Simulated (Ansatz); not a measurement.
Born–Oppenheimer molecular dynamics of GeH6O2 (9 atoms, charge 0, multiplicity 1). It starts at the highest image of a converged band. Of that band: A structure lower than the last end lies on the path between it and the top, so the climb from that side starts below the end, which may itself be a saddle point or a shallow side well. Neighbouring images differ by up to 2.5 eV, so the band resolves the path poorly. A vibrational analysis at the climbing image gives one clearly imaginary mode, 1676i cm⁻¹: a first-order saddle point.

These are results of RHF/def2-mTZVP in Ansatz 0.2.0, not measurements.

- ensemble: NVE (velocity Verlet)
- time step: 0.5 fs
- steps asked: 200
- starting velocities drawn for: 300 K
- seed: 3093

First frame:

```xyz
9
Properties=species:S:1:pos:R:3
Ge -0.089 -0.375 0.018
H 0.911 0.311 1.697
H 0.930 0.309 -0.875
H -1.262 0.419 0.584
O -0.882 -1.651 -0.945
H -1.702 -1.416 -1.349
O 0.767 -1.707 1.067
H 0.236 -2.417 1.409
H 0.997 -0.838 1.716
```

Task: How far do the bonds stretch over the last three quarters of this one trajectory? (Pairs bonded in most of those frames.)

Result: 
```tsv
bond	mean (Å)	spread (Å)	shortest	longest
Ge1–H2	1.550	0.055	1.46	1.66
Ge1–H3	1.551	0.071	1.44	1.65
Ge1–H4	1.553	0.051	1.47	1.64
Ge1–O5	1.815	0.038	1.75	1.86
O5–H6	0.948	0.017	0.92	0.98
O7–H8	0.952	0.013	0.92	0.97
O7–H9	0.948	0.012	0.93	0.97
```

Mean temperature of the second half: 2817 K. The conserved energy stayed within 0.18 meV per atom of its start (net change 0.095 meV per atom), so the integration is sound. The kinetic energy rose, since the run started high on the potential surface and went downhill. It ends in pieces (GeH4O + H2O), so much of that is their flight and rotation, not heat. A run of 0.1 ps of so small a system gives no equilibrium averages. The orbitals stay closed-shell, which can raise the energy where a bond breaks towards radicals; this wasn't checked here.

Time of the run: 8.4 min on 1 thread of Arm Neoverse V2, on a shared host, peak memory 0.2 GiB.
